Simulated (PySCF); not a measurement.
OsO4, SMILES [O]=[Os](=[O])(=[O])=[O], multiplicity 1. Heavy atoms are numbered as in [Os:1](=[O:2])(=[O:3])(=[O:4])=[O:5].

Coordinates come from a B3LYP-D3(BJ)/def2-SVP optimisation. The spin state was assumed, not searched. The isomer is the one that the SMILES or the coordinates give; other isomers of the formula were not compared. The def2 effective core potentials stand for the cores of Os; spin–orbit coupling is left out.

All values below come from r2SCAN/def2-TZVP run with PySCF.

ESP charges are fitted to the potential on shells at 1.4 to 2.0 van der Waals radii. Atomic charges (e), one atom of each kind:

```csv
atom,ESP fit,Mulliken
Os1,[?],1.64
O2,[?],-0.41
```

Some entries are withheld; supply them. (An estimate is asked for; the answer gives what the named calculation found.)


- Os1, ESP fit: 1.26
- O2, ESP fit: -0.31
